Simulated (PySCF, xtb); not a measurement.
C4H5IO2, SMILES C=C(I)C(=O)OC.

xtb with GFN2-xTB at its own geometry gives an orbital gap of 3.16 eV and a dipole moment of 1.65 D.

Coordinates come from a B3LYP-D3(BJ)/def2-SVP optimisation. The def2 effective core potentials stand for the cores of I; spin–orbit coupling is left out. One conformer was computed; it need not be the lowest.

What does M06-2X/def2-TZVP (PySCF) give? (Estimate from the structure and the level; the computed values follow.)

gap 7.56 eV (levels -8.39 and -0.83 eV), dipole 0.63 D.
